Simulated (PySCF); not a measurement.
C4H6F2, SMILES F[C@H]1C[C@H](C1)F.

Geometry: PBE0-D3(BJ)/def2-SVP. The structure was generated by enumeration; whether it is a known compound was not checked.

Two levels are set side by side: TDA-PBE/def2-SVPD (PySCF) and TDA-LC-ωPBE/def2-SVPD (PySCF). Vertical, same geometry. The lowest singlet is HOMO→LUMO 99 % with PBE and HOMO→LUMO 66 %, HOMO→LUMO+3 11 % with the other functional; states are paired by order. Differences are taken from unrounded values.

```csv
quantity,TDA-LC-ωPBE,TDA-PBE,TDA-PBE minus TDA-LC-ωPBE
lowest singlet excitation (eV),9.29,7.44,-1.85
lowest triplet excitation (TDA) (eV),8.79,7.22,-1.57
```

Functionals without exact exchange tend to place singlet excitations lower, as here. Differences between two approximate levels are no errors against the true value.

Rough cost on one machine, each run with all the roots and properties that it gave: TDA-LC-ωPBE against TDA-PBE about 4 times.
